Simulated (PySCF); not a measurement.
**Basis-set dependence of the ionisation energy of Dy+**

Dy+ [Xe] 4f10 6s1 (high-spin determinant) → Dy(2+) [Xe] 4f10 (high-spin determinant). Calculated with PySCF 2.14 from differences of total energies of unrestricted determinants, without spin-orbit coupling. Values in eV.

| basis | Hamiltonian | functions | UHF | r2SCAN | PBE0 | MP2 (valence) |
| --- | --- | --- | --- | --- | --- | --- |
| cc-pVDZ-X2C | spin-free X2C | 84 | 10.802 | 11.625 | 11.630 | 11.531 |
| ANO-RCC-VTZP | spin-free X2C | 104 | 10.800 | 11.626 | 11.672 | 11.643 |
| x2c-TZVPPall with one added diffuse shell each of s, p, d, f type | spin-free X2C | 129 | 10.816 | 11.641 | 11.674 | 11.680 |
| Sapporo-DKH3-TZP-2012 | spin-free X2C | 146 | 10.801 | 11.545 | 11.620 | 11.628 |

Task: Estimate the row for x2c-TZVPPall (spin-free X2C, 113 functions).

Result: From the rows with the same Hamiltonian and similar size; the calculation gives UHF 10.80; r2SCAN 11.56; PBE0 11.63; MP2 (valence) 11.65 (eV).

Frozen in the all-electron rows: valence: [Kr] 4d10.

Both determinants mix LS terms of the configuration, so the numbers do not refer to single terms; with the open shell unchanged, much of this cancels in the difference.

Between the lowest levels the reference is 11.647 ± 0.02 eV (semi-empirical (NIST evaluation); NIST Atomic Spectra Database, ionization energies); it includes spin-orbit coupling, which these numbers lack.
